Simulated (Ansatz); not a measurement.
CaF$_{2}$ (SMILES [F][Ca][F]), singlet, geometry from GFN2-xTB (such geometries of metal compounds can be far from the true shape). Base run: PBE/def2-SVP (Ansatz, a first-principles code).

The Ansatz input:
Ansatz 0.2 input:
```yaml
crystal:
  periodic: [false, false, false]
  atoms:
    - {symbol: Ca, position_ang: [0.48463727, -0.07969732, -0.18176975]}
    - {symbol: F, position_ang: [-0.72534756, 1.23563849, -0.79918929]}
    - {symbol: F, position_ang: [-0.35162414, -1.05853334, 1.20312207]}
basis:
  gaussian:
    orbitals: def2-SVP
hamiltonian:
  xc: pbe
```

Variants of this job, named by their change:

```tsv
change	E (Eh)
base	-876.76259
functional = b3lyp; dispersion = d4	-877.18857
functional = BHLYP	-877.09853
functional = B97M-V	-876.91884
functional = cam_b3lyp	-877.15302
functional = pbe0; dispersion = d3bjatm	-876.80181
functional = pbe; dispersion = d3bj	-876.76346
functional = pbe0	-876.80101
functional = hse06	-876.78504
functional = revpbe	-876.99981
functional = blyp	-877.16380
functional = b3lyp	-877.18611
functional = wB97X-V	-877.00705
```

Absolute energies of different levels of theory aren't comparable as measures of quality.
